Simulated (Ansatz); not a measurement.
This geometry of BrH + Cl3FGe (7 atoms, charge 0, multiplicity 1) is a first-order saddle point.

Theory: RKS B3LYP/def2-SVP (Ansatz 0.2.0).

```xyz
7
Properties=species:S:1:pos:R:3
Ge -0.247 0.000 -0.108
F -0.062 0.001 1.867
Cl 1.917 0.000 -0.206
Cl -0.752 1.858 -1.063
Cl -0.752 -1.858 -1.063
Br -2.685 0.000 1.183
H -1.166 0.001 2.030
```

Which two structures does it join? (They come from a converged band through this point; their orientation in space is the band's.)

Bonds broken: Ge1–F2, Br6–H7. Bonds formed: Ge1–Br6, F2–H7. BrH + Cl3FGe becomes BrCl3Ge + FH.

Initial state:

```xyz
7
Properties=species:S:1:pos:R:3
Ge 0.339 0.002 -0.466
F -0.326 0.000 1.142
Cl 2.460 -0.003 -0.256
Cl -0.365 1.765 -1.435
Cl -0.360 -1.764 -1.434
Br -3.395 0.000 2.849
H -2.098 0.000 2.240
```

Final state:

```xyz
7
Properties=species:S:1:pos:R:3
Ge -0.495 -0.005 -0.745
F -0.229 0.019 3.464
Cl 1.317 -0.007 0.396
Cl -0.587 1.752 -1.973
Cl -0.585 -1.755 -1.983
Br -2.310 -0.011 0.701
H -0.857 0.008 2.781
```

How far does it lie above each of them?

1.21 eV above the first and 1.05 eV above the second. This is the barrier of this one path; another mechanism may lie lower. The orbitals stay closed-shell, which can raise the energy where a bond breaks towards radicals; this wasn't checked here.

Time of the run: 2.7 min on 4 threads of Intel(R) Xeon(R) 6975P-C (Granite Rapids) (shared host), peak memory 0.5 GiB.
